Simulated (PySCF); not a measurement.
A small calculation by hand: chemical shift, span and skew from a shielding tensor

Se(Cl)(SeH) (ClHSe₂), SMILES Cl[Se][SeH]. Atoms are numbered in the order given.

```xyz
4

Se     0.4866    -0.2741     0.7358
Cl     0.4780    -2.1061    -0.5366
Se    -0.6661     1.2990    -0.4678
H     -2.0258     0.9582     0.0100
```
Charge 0, spin multiplicity 1.

Geometry optimised at r2SCAN-D4/def2-SVP. The values are those of a single conformer.

GIAO shieldings from PBE0/pcSseg-2 (PySCF), non-relativistic, no solvent. The symmetric part of the tensor of Se1 has the principal values -540.3, -123.4, 1751.7 ppm. The same nucleus in Me2Se has σ = 1739.2 ppm at this level (PySCF, at its B3LYP-D3(BJ)/def2-TZVP geometry). Without spin–orbit terms, shifts of atoms bonded to Cl or Br come out too high.

Q: Work out the isotropic shielding, the ⁷⁷Se shift against Me2Se, the span and the skew.

A: 
σ(iso) = (σ11 + σ22 + σ33)/3 = 362.7 ppm. δ = σ(ref) − σ(iso) = 1739.2 − (362.7) = 1376.5 ppm.
Span Ω = σ33 − σ11 = 2292.0 ppm. Skew κ = 3(σ(iso) − σ22)/Ω = 0.64. Tumbling in solution averages the tensor to δ; in a static solid the shielding alone would spread this spin-1/2 line over Ω.
